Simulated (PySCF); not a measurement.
## Worked example: chemical shift, span and skew from a shielding tensor

C5H7N, SMILES C=CC1=NCC1. Atoms are numbered in the order given.

```xyz
13

C     -0.3318    -2.4270     0.0000
C      0.5605    -1.4139     0.0000
C      0.1691    -0.0037     0.0000
N     -1.0385     0.5053     0.0000
C     -0.4677     1.8808     0.0000
C      0.9676     1.2799     0.0000
H     -1.4122    -2.2090     0.0000
H     -0.0120    -3.4799     0.0000
H      1.6443    -1.6198     0.0000
H     -0.7536     2.4658     0.9005
H     -0.7536     2.4658    -0.9005
H      1.5853     1.4717    -0.9024
H      1.5853     1.4717     0.9024
```
Charge 0, spin multiplicity 1.

Geometry: PBE-D3(BJ)/def2-SVP. Other conformers were not sampled.

GIAO shieldings from PBE0/pcSseg-1 (PySCF), non-relativistic, no solvent. The symmetric part of the tensor of C3 has the principal values -135.2, -13.7, 116.6 ppm. The same nucleus in TMS has σ = 186.3 ppm at this level (PySCF, at its B3LYP-D3(BJ)/def2-TZVP geometry).

**Question.** Work out the isotropic shielding, the ¹³C shift against TMS, the span and the skew.

**Answer.** 
σ(iso) = (σ11 + σ22 + σ33)/3 = -10.8 ppm. δ = σ(ref) − σ(iso) = 186.3 − (-10.8) = 197.1 ppm.
Span Ω = σ33 − σ11 = 251.8 ppm. Skew κ = 3(σ(iso) − σ22)/Ω = 0.03. Tumbling in solution averages the tensor to δ; in a static solid the shielding alone would spread this spin-1/2 line over Ω.
